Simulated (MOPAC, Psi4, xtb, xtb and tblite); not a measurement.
Relaxed torsion scan: SMILES CC(C)c1ccc([SiH3])s1, singlet. Scanned: dihedral C1–C2–C4–S9; all other coordinates were relaxed at GFN2-xTB. Heavy atoms are numbered in the order of the SMILES CC(C)c1ccc([SiH3])s1, hydrogens after them in the order of the atoms that carry them; the mirror image has the same energies with the sign of each dihedral reversed.

GFN1-xTB // GFN2-xTB (xtb); AM1, restricted, heats of formation // GFN2-xTB (MOPAC); GFN2-xTB (xtb and tblite); PBE-D3(BJ)/def2-SVP // GFN2-xTB (Psi4).

Energies relative to the lowest point of each profile, in mEh; the last columns give the difference from PBE-D3(BJ):

```
φ / °  GFN1-xTB  AM1  GFN2-xTB  PBE-D3(BJ)/def2-SVP  GFN1-xTB − PBE-D3(BJ)/def2-SVP  AM1 − PBE-D3(BJ)/def2-SVP  GFN2-xTB − PBE-D3(BJ)/def2-SVP
-----  --------  ---  --------  -------------------  ------------------------------  -------------------------  ------------------------------
-165        1.3  0.9       1.3                  0.5                             0.8                        0.4                             0.8
-150        1.1  0.6       1.2                  0.7                             0.4                       -0.1                             0.5
-135        1.0  0.2       1.1                  0.9                             0.1                       -0.7                             0.2
-120        0.9  0.0       1.0                  1.0                            -0.1                       -1.0                             0.0
-105        0.9  0.2       1.1                  0.9                             0.0                       -0.7                             0.2
-90         1.1  0.6       1.1                  0.7                             0.4                       -0.1                             0.4
-75         1.2  0.9       1.2                  0.5                             0.8                        0.4                             0.8
-60         1.5  1.0       1.5                  0.4                             1.1                        0.6                             1.1
-45         1.8  1.0       1.9                  0.6                             1.2                        0.4                             1.3
-30         2.0  0.9       2.3                  1.2                             0.8                       -0.2                             1.2
-15         1.8  0.7       2.3                  1.5                             0.3                       -0.8                             0.8
0           1.3  0.4       1.8                  1.4                             0.0                       -0.9                             0.5
15          0.9  0.3       1.3                  1.0                            -0.1                       -0.6                             0.3
30          0.5  0.4       0.7                  0.5                             0.0                       -0.1                             0.2
45          0.2  0.4       0.2                  0.1                             0.1                        0.3                             0.1
60          0.0  0.4       0.0                  0.0                             0.0                        0.4                             0.0
75          0.1  0.4       0.2                  0.0                             0.1                        0.3                             0.1
90          0.5  0.4       0.6                  0.3                             0.1                        0.1                             0.3
105         0.8  0.3       1.1                  0.8                             0.0                       -0.5                             0.4
120         1.2  0.4       1.7                  1.2                             0.0                       -0.8                             0.5
135         1.7  0.6       2.2                  1.4                             0.2                       -0.8                             0.8
150         1.9  0.9       2.4                  1.3                             0.7                       -0.4                             1.1
165         1.9  1.0       2.0                  0.8                             1.1                        0.2                             1.2
180         1.6  1.0       1.6                  0.5                             1.1                        0.5                             1.1
```

GFN1-xTB is furthest from PBE-D3(BJ)/def2-SVP at -45 (1.2 mEh, above); its mean absolute difference over the points is 0.4 mEh.

AM1 is furthest from PBE-D3(BJ)/def2-SVP at -120 (-1.0 mEh, below); its mean absolute difference over the points is 0.5 mEh.

GFN2-xTB is furthest from PBE-D3(BJ)/def2-SVP at -45 (1.3 mEh, above); its mean absolute difference over the points is 0.6 mEh.
